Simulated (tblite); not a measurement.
C7H15BSi.
Atom-mapped SMILES: `[BH2:1][C@@:2]1([SiH:3]([CH3:4])[CH3:5])[CH2:6][C@H:7]1[CH:8]=[CH2:9]` (hydrogens: H10, H11 on B1; H12 on Si3; H13, H14, H15 on C4; H16, H17, H18 on C5; H19, H20 on C6; H21 on C7; H22 on C8; H23, H24 on C9)

Computed with GFN2-xTB (tblite), gas phase: L-BFGS steps from a force-field or distance-geometry start until the largest atomic force falls under 0.01 eV/Å.

Step 46: E = -694.4471 eV
```
atom  x, y, z in Å  |  force x, y, z in eV/Å
B1      0.1037   -1.4595    1.0490   -0.018   0.025  -0.045
C2     -0.1098   -0.5666   -0.1881   -0.048   0.082   0.016
Si3     1.3744    0.6195   -0.3931   -0.043  -0.048  -0.092
C4      1.4311    1.7341    1.1375    0.000   0.033   0.018
C5      2.9708   -0.3920   -0.5656    0.066  -0.033  -0.006
C6     -0.7910   -0.9575   -1.4604   -0.011  -0.026  -0.013
C7     -1.4488    0.0539   -0.5609   -0.036  -0.038  -0.028
C8     -2.6121   -0.3352    0.2489   -0.006   0.091   0.064
C9     -3.3975    0.5211    0.8859    0.003  -0.025  -0.067
H10     0.6232   -2.5033    0.9447   -0.004  -0.043   0.000
H11    -0.1747   -1.0528    2.1132   -0.003  -0.037  -0.016
H12     1.1431    1.3871   -1.6374    0.014   0.023   0.068
H13     0.4973    2.2711    1.2613   -0.034   0.035   0.031
H14     2.2301    2.4646    1.0906    0.052   0.034  -0.020
H15     1.5824    1.1294    2.0260    0.012   0.027   0.058
H16     2.9060   -1.1027   -1.3828   -0.011  -0.019  -0.026
H17     3.1699   -0.9557    0.3399    0.003  -0.032   0.041
H18     3.8321    0.2400   -0.7512    0.015   0.058  -0.012
H19    -0.3829   -0.6061   -2.3990   -0.067  -0.006   0.000
H20    -1.2349   -1.9412   -1.5285   -0.008  -0.002   0.012
H21    -1.4706    1.0862   -0.9020    0.056  -0.086   0.055
H22    -2.7752   -1.4031    0.3500    0.038   0.061   0.014
H23    -4.2227    0.2004    1.4971   -0.016  -0.055  -0.005
H24    -3.2556    1.5881    0.8209    0.047  -0.020  -0.045
```

Step 47: E = -694.4503 eV
```
atom  x, y, z in Å  |  force x, y, z in eV/Å
B1      0.1107   -1.4660    1.0399   -0.008   0.005  -0.059
C2     -0.1018   -0.5600   -0.1905   -0.052   0.044   0.033
Si3     1.3798    0.6249   -0.3998    0.005  -0.031  -0.045
C4      1.4286    1.7308    1.1396    0.004   0.030   0.011
C5      2.9762   -0.3889   -0.5655    0.067  -0.042  -0.004
C6     -0.7936   -0.9543   -1.4561   -0.019  -0.046  -0.014
C7     -1.4441    0.0587   -0.5532   -0.038  -0.023  -0.003
C8     -2.6002   -0.3260    0.2680   -0.042   0.082   0.065
C9     -3.4112    0.5291    0.8754    0.017  -0.007  -0.087
H10     0.6134   -2.5179    0.9179   -0.015  -0.011   0.009
H11    -0.1547   -1.0713    2.1128    0.003  -0.030  -0.046
H12     1.1464    1.3851   -1.6456    0.016   0.048   0.047
H13     0.4892    2.2599    1.2619   -0.010   0.020   0.046
H14     2.2227    2.4689    1.1066    0.028  -0.003  -0.028
H15     1.5792    1.1139    2.0215    0.000   0.069   0.032
H16     2.9068   -1.1016   -1.3807    0.000  -0.022  -0.017
H17     3.1695   -0.9508    0.3430    0.000  -0.029   0.023
H18     3.8442    0.2348   -0.7517   -0.015   0.062  -0.010
H19    -0.4038   -0.6080   -2.4048   -0.039   0.012   0.029
H20    -1.2327   -1.9402   -1.5130   -0.036  -0.023   0.007
H21    -1.4659    1.0880   -0.9010    0.038  -0.058   0.057
H22    -2.7367   -1.3946    0.4015    0.023   0.074   0.011
H23    -4.2347    0.2071    1.4889    0.010  -0.068  -0.003
H24    -3.2988    1.5983    0.7809    0.061  -0.053  -0.055
```

Step 48: E = -694.4522 eV
```
atom  x, y, z in Å  |  force x, y, z in eV/Å
B1      0.1113   -1.4673    1.0363   -0.010  -0.003  -0.036
C2     -0.1007   -0.5575   -0.1912   -0.056   0.004   0.011
Si3     1.3807    0.6253   -0.4014    0.044  -0.009   0.017
C4      1.4292    1.7315    1.1406   -0.003   0.021  -0.003
C5      2.9789   -0.3886   -0.5651    0.037  -0.035  -0.003
C6     -0.7944   -0.9550   -1.4557   -0.028  -0.029   0.015
C7     -1.4442    0.0585   -0.5527   -0.009  -0.018   0.015
C8     -2.5978   -0.3220    0.2719   -0.003   0.004   0.016
C9     -3.4140    0.5300    0.8727   -0.046   0.010  -0.027
H10     0.6102   -2.5209    0.9131   -0.013  -0.007   0.001
H11    -0.1532   -1.0765    2.1111    0.004  -0.025  -0.051
H12     1.1456    1.3852   -1.6451    0.016   0.062   0.022
H13     0.4883    2.2596    1.2627    0.012   0.009   0.044
H14     2.2229    2.4710    1.1097    0.013  -0.018  -0.034
H15     1.5799    1.1138    2.0225   -0.004   0.076   0.016
H16     2.9058   -1.1010   -1.3808    0.016  -0.020  -0.006
H17     3.1701   -0.9508    0.3444    0.002  -0.019   0.003
H18     3.8477    0.2344   -0.7519   -0.029   0.049  -0.006
H19    -0.4120   -0.6095   -2.4067   -0.014   0.022   0.016
H20    -1.2315   -1.9411   -1.5092   -0.049  -0.047   0.008
H21    -1.4634    1.0860   -0.9011    0.026  -0.006   0.034
H22    -2.7293   -1.3890    0.4108    0.012   0.014   0.016
H23    -4.2375    0.2065    1.4866    0.028  -0.060  -0.012
H24    -3.3045    1.5971    0.7744    0.054   0.023  -0.059
```

Step 49: E = -694.4543 eV
```
atom  x, y, z in Å  |  force x, y, z in eV/Å
B1      0.1158   -1.4702    1.0304   -0.011  -0.014  -0.005
C2     -0.0993   -0.5561   -0.1930   -0.030  -0.035  -0.001
Si3     1.3835    0.6243   -0.4035    0.059   0.012   0.075
C4      1.4272    1.7301    1.1419   -0.003   0.010  -0.013
C5      2.9835   -0.3895   -0.5650   -0.003  -0.016   0.000
C6     -0.7973   -0.9547   -1.4549   -0.039  -0.015   0.011
C7     -1.4434    0.0589   -0.5497   -0.005  -0.006   0.047
C8     -2.5933   -0.3176    0.2806   -0.017  -0.032   0.015
C9     -3.4217    0.5344    0.8647   -0.031   0.000  -0.010
H10     0.6079   -2.5271    0.9044   -0.013   0.001  -0.008
H11    -0.1413   -1.0817    2.1083    0.005  -0.022  -0.058
H12     1.1464    1.3850   -1.6446    0.018   0.072   0.001
H13     0.4841    2.2555    1.2649    0.031  -0.001   0.034
H14     2.2196    2.4719    1.1152   -0.002  -0.028  -0.041
H15     1.5782    1.1111    2.0235   -0.006   0.078   0.003
H16     2.9070   -1.1019   -1.3809    0.034  -0.016   0.007
H17     3.1719   -0.9507    0.3462    0.011  -0.012  -0.019
H18     3.8517    0.2349   -0.7527   -0.038   0.028  -0.001
H19    -0.4244   -0.6069   -2.4087    0.007   0.021   0.014
H20    -1.2336   -1.9410   -1.5071   -0.055  -0.055   0.013
H21    -1.4597    1.0858   -0.8963    0.010   0.029   0.008
H22    -2.7116   -1.3844    0.4370    0.000   0.030   0.011
H23    -4.2417    0.2083    1.4829    0.042  -0.037  -0.023
H24    -3.3211    1.6014    0.7524    0.036   0.006  -0.060
```

Question: Estimate the geometry and energy of step 50. (The exact step hangs on the optimiser's Hessian estimate; all steps are aligned on step 49, rigid shifts and turns removed.)

Answer: E = -694.4568 eV, largest force 0.112 eV/Å
```
atom  x, y, z in Å  |  force x, y, z in eV/Å
B1      0.1200   -1.4731    1.0247   -0.008  -0.031   0.029
C2     -0.1003   -0.5570   -0.1948    0.013  -0.067  -0.027
Si3     1.3864    0.6202   -0.4029    0.035   0.033   0.101
C4      1.4241    1.7285    1.1428    0.006  -0.001  -0.010
C5      2.9882   -0.3923   -0.5654   -0.049   0.015   0.006
C6     -0.8016   -0.9549   -1.4553   -0.055   0.008   0.010
C7     -1.4437    0.0585   -0.5465    0.007   0.009   0.064
C8     -2.5906   -0.3144    0.2878   -0.002  -0.071   0.011
C9     -3.4298    0.5378    0.8546   -0.012   0.023   0.022
H10     0.6074   -2.5318    0.8990   -0.009  -0.006  -0.024
H11    -0.1273   -1.0847    2.1045   -0.002  -0.012  -0.047
H12     1.1489    1.3872   -1.6394    0.019   0.070  -0.013
H13     0.4803    2.2526    1.2682    0.037  -0.006   0.012
H14     2.2159    2.4708    1.1167   -0.003  -0.020  -0.047
H15     1.5762    1.1122    2.0259   -0.003   0.061   0.005
H16     2.9104   -1.1042   -1.3819    0.049  -0.010   0.022
H17     3.1747   -0.9518    0.3476    0.030  -0.008  -0.041
H18     3.8524    0.2380   -0.7540   -0.037  -0.005   0.006
H19    -0.4377   -0.6011   -2.4102    0.028   0.008   0.009
H20    -1.2385   -1.9411   -1.5086   -0.049  -0.039   0.018
H21    -1.4542    1.0866   -0.8880   -0.015   0.044  -0.019
H22    -2.6959   -1.3795    0.4640   -0.011   0.025  -0.003
H23    -4.2436    0.2091    1.4797    0.033  -0.003  -0.030
H24    -3.3334    1.6042    0.7274   -0.001  -0.016  -0.053
```

The energy changes by -0.0026 eV. The first-order estimate −F·Δx gives -0.0037 eV and the mean of the old and new forces, exact on a quadratic surface, -0.0026 eV. The step makes an angle of 74° with the force vector and moves no atom by more than 0.032 Å.

The cost below is that of the whole relaxation. The run took 1.8 s of wall time on one thread of an Arm Neoverse N1, no GPU, on a shared host.
